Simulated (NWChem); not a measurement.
CH$_{5}$ClFNSi; SMILES NC[Si@H](F)Cl

```xyz
10

N     -0.3988     2.6292    -0.0398
C     -0.9175     1.2647    -0.2692
Si     0.2376    -0.0790     0.3633
F      1.6560     0.0790    -0.3930
Cl    -0.4888    -1.9834    -0.0206
H     -0.2604     2.8017     0.9546
H      0.5081     2.7452    -0.4886
H     -1.0963     1.1349    -1.3437
H     -1.9018     1.1779     0.2078
H      0.4998     0.0326     1.8178
```
Atoms are numbered in this order, from 1.

Structure relaxed at the B3LYP/6-31G* (spherical d) level. B3LYP is NWChem's, with the RPA form of VWN correlation.

Q: Give the principal values of the shielding tensors (ppm) of N1, C2, Si3, F4, Cl5 from B3LYP/6-31G* (spherical d), GIAO (NWChem), with their diamagnetic and paramagnetic parts as GIAO splits them.

A: 
```json
[
 {"atom": "N1", "σ11": "212.6", "σ22": "252.4", "σ33": "283.8", "isotropic": "249.6", "diamagnetic": "315.3", "paramagnetic": "-65.7"},
 {"atom": "C2", "σ11": "134.7", "σ22": "151.9", "σ33": "182.2", "isotropic": "156.3", "diamagnetic": "249.3", "paramagnetic": "-93.0"},
 {"atom": "Si3", "σ11": "358.8", "σ22": "394.2", "σ33": "427.8", "isotropic": "393.6", "diamagnetic": "880.2", "paramagnetic": "-486.6"},
 {"atom": "F4", "σ11": "305.1", "σ22": "362.8", "σ33": "382.7", "isotropic": "350.2", "diamagnetic": "471.7", "paramagnetic": "-121.5"},
 {"atom": "Cl5", "σ11": "762.0", "σ22": "919.1", "σ33": "1020.3", "isotropic": "900.5", "diamagnetic": "1148.0", "paramagnetic": "-247.6"}
]
```
